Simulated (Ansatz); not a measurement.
System: C5H7Ge (charge -1, singlet). It need not be the lowest isomer of its formula. Whether it binds its extra electron was not tested at this geometry. 
Coordinates optimised at B3LYP-D3(BJ)/def2-TZVP (Ansatz, a program for electronic structure):
SMILES: C1[C]([GeH3])=C[C-]=C1
```xyz
13

Ge    -1.5312     0.0251     0.0166
C      0.3795     0.0069    -0.0468
C      1.1663     0.3181    -1.1129
C      2.6306     0.2128    -0.8636
C      2.6667    -0.1876     0.4409
C      1.3024    -0.3593     1.0887
H     -2.1243     0.4558    -1.3509
H     -2.1951    -1.3473     0.3527
H     -2.1489     0.9966     1.0710
H      0.7496     0.6207    -2.0735
H      3.5669    -0.3839     1.0237
H      1.1218    -1.3847     1.4463
H      1.1549     0.2957     1.9613
```
Charge -1, spin multiplicity 1.

Basis-set convergence of Hartree-Fock and CCSD(T) correlation energies (hartree) with Ansatz. Valence correlation only, unless marked. Spin-orbit coupling is left out. Frozen are the shells of the preceding noble gas and the d and f shells that filled before the atom's block. No relativistic terms. This anion needs diffuse functions, which these sets lack.

The Hartree-Fock reference is unstable (checked in the largest basis), which strains HF and MP2. 

```
basis    functions        E(HF)  E(corr, CCSD(T))
-------  ---------  -----------  ----------------
cc-pVDZ        132  -2268.63469          -0.85952
cc-pVTZ        291  -2268.76039          -1.02857
cc-pVQZ        553            ?                 ?
```

Question: Fill in the missing entries.

Answer: 
- cc-pVQZ, E(HF): -2268.77899
- cc-pVQZ, E(corr, CCSD(T)): -1.08078
